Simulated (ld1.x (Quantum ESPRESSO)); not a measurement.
u(r) = r·R(r): atom against pseudo-atom (S)

Columns: radius, all-electron u(r) and pseudo u(r) of the 3p shell (level -16.80 eV) of sulfur in the configuration [Ne] 3s2 3p3; PBE, scalar-relativistic, RRKJ scheme, ld1.x (Quantum ESPRESSO) 7.5.

```tsv
r (bohr)	all-electron	pseudo
0.082	0.1355	-0.0035
0.165	0.2941	-0.0146
0.248	0.3574	-0.0342
0.330	0.3322	-0.0634
0.413	0.2469	-0.1038
0.495	0.1302	-0.1549
0.578	-0.0011	-0.2171
0.660	-0.1313	-0.2868
0.742	-0.2540	-0.3615
0.825	-0.3661	-0.4383
0.908	-0.4640	-0.5122
0.990	-0.5463	-0.5786
1.072	-0.6146	-0.6359
1.155	-0.6700	-0.6832
1.238	-0.7122	-0.7195
1.320	-0.7421	-0.7454
1.402	-0.7615	-0.7624
1.485	-0.7717	-0.7718
1.568	-0.7738	-0.7738
1.650	-0.7692	-0.7692
1.733	-0.7587	-0.7587
1.815	-0.7438	-0.7438
1.898	-0.7249	-0.7249
1.980	-0.7032	-0.7032
2.062	-0.6794	-0.6794
2.145	-0.6536	-0.6536
```

**Question.** How many radial nodes do the two functions have?

**Answer.** The all-electron 3p function has n − l − 1 = 1; the pseudo-wave has 0, since the states of the same l below it are removed with the core.

**Question.** At about which radius was the pseudo-wave matched?

**Answer.** 1.55 bohr, where the columns begin to agree (steps of 0.08 bohr).

**Question.** Is the pseudo-wave norm-conserving?

**Answer.** Yes: the RRKJ scheme keeps the norm inside the radius equal to the all-electron one, which fixes the energy derivative of the logarithmic derivative at the level.
